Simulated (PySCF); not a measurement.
## Trend along the chalcogens: MBe cations

PBE with double-zeta basis sets in PySCF, for the lowest determinant that a PBE0 search found; no spin–orbit coupling. De refers to high-spin ground-configuration atoms (the charge goes to the atom of lower measured ionisation energy or higher electron affinity, which is not always the lowest computed limit). A positive dipole points towards Be; it is taken about the centre of mass and depends on that origin.

```tsv
M	basis	charged atom	state (unpaired electrons)	Re (Å)	ωe (cm⁻¹)	De (eV)	μ (D)
O	cc-pVDZ	Be+	doublet (π ↑)	1.464	1179	4.01	7.26
S	jorge-DZP-DKH	Be+	doublet (π ↑)	1.865	835	3.47	7.10
Se	pcseg-1	Be+	doublet (π ↑)	1.993	708	3.25	7.95
```

The shortest bond is that of BeO⁺ (1.464 Å), the longest that of BeSe⁺ (1.993 Å).

The rows differ in basis set, which adds steps of its own.

Down a group the atoms grow and get heavier, so bonds lengthen and wavenumbers fall; this series shows no clear exception.

Spin–orbit coupling is left out. For an ion De counts to the pair picked by the measured ionisation energies or electron affinities, which need not be the lowest pair at this level. States were picked by a PBE0 search and need not be the measured ground states.
